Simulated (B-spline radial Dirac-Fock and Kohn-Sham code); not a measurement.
**Auger parameter of tellurium: the K level and its strongest K-LL line**

Calculated with a radial atomic solver, using Dirac-Fock (average of configuration) total-energy differences with a finite nucleus, the Breit interaction including its frequency dependence, and self-energy and vacuum-polarisation corrections. The modified Auger parameter α′ is the binding energy plus the kinetic energy of the Auger electron; it does not depend on the energy zero. For free ions it tends to fall with charge, since less charge screens the final holes.

| species | configuration | binding 1s (eV) | Auger line | kinetic (eV) | α′ (eV) |
| --- | --- | --- | --- | --- | --- |
| Te²⁻ (Watson 1.878 Å) | [Kr] 4d10 5s2 5p6 | 31818.2 | L2L3 J=2 | 22694.8 | 54513.1 |
| Te²⁻ (Watson 2.21 Å) | [Kr] 4d10 5s2 5p6 | 31817.4 | L2L3 J=2 | 22696.4 | 54513.7 |
| Te²⁻ (Watson 2.652 Å) | [Kr] 4d10 5s2 5p6 | 31816.2 | L2L3 J=2 | 22698.1 | 54514.3 |
| Te | [Kr] 4d10 5s2 5p4 | 31821.7 | L2L3 J=2 | 22689.2 | 54510.9 |
| Te⁺ | [Kr] 4d10 5s2 5p3 | 31831.9 | L2L3 J=2 | 22677.7 | 54509.5 |
| Te⁺ (Watson 1.8 Å) | [Kr] 4d10 5s2 5p3 | 31824.3 | L2L3 J=2 | 22685.5 | 54509.8 |
| Te⁺ (Watson 2.4 Å) | [Kr] 4d10 5s2 5p3 | 31825.9 | L2L3 J=2 | 22683.6 | 54509.5 |
| Te²⁺ | [Kr] 4d10 5s2 5p2 | 31843.2 | L2L3 J=2 | 22665.0 | 54508.2 |
| Te²⁺ (Watson 2.2 Å) | [Kr] 4d10 5s2 5p2 | 31830.2 | L2L3 J=2 | 22678.1 | 54508.3 |
| Te²⁺ (Watson 2.7 Å) | [Kr] 4d10 5s2 5p2 | 31832.6 | L2L3 J=2 | 22675.7 | 54508.2 |
| Te³⁺ | [Kr] 4d10 5s2 5p1 | 31855.7 | L2L3 J=2 | 22651.5 | 54507.2 |
| Te³⁺ (Watson 1.6 Å) | [Kr] 4d10 5s2 5p1 | 31829.4 | L2L3 J=2 | 22678.2 | 54507.6 |
| Te³⁺ (Watson 3 Å) | [Kr] 4d10 5s2 5p1 | 31841.3 | L2L3 J=2 | 22665.9 | 54507.2 |
| Te⁴⁺ | [Kr] 4d10 5s2 | 31869.2 | L2L3 J=2 | 22637.1 | 54506.3 |
| Te⁴⁺ (Watson 2 Å) | [Kr] 4d10 5s2 | 31840.4 | L2L3 J=2 | 22665.9 | 54506.3 |
| Te⁵⁺ | [Kr] 4d10 5s1 | 31884.7 | L2L3 J=2 | 22620.8 | 54505.5 |
| Te⁶⁺ | [Kr] 4d10 | 31901.2 | L2L3 J=2 | 22603.8 | 54505.0 |
| Te⁶⁺ | [Kr] 4d9 5p1 | 31912.1 | L2L3 J=2 | 22591.1 | 54503.2 |
| Te⁶⁺ (Watson 1.6 Å) | [Kr] 4d10 | 31847.2 | L2L3 J=2 | 22657.8 | 54505.0 |
| Te⁷⁺ | [Kr] 4d9 | 31928.3 | L2L3 J=2 | 22574.4 | 54502.7 |
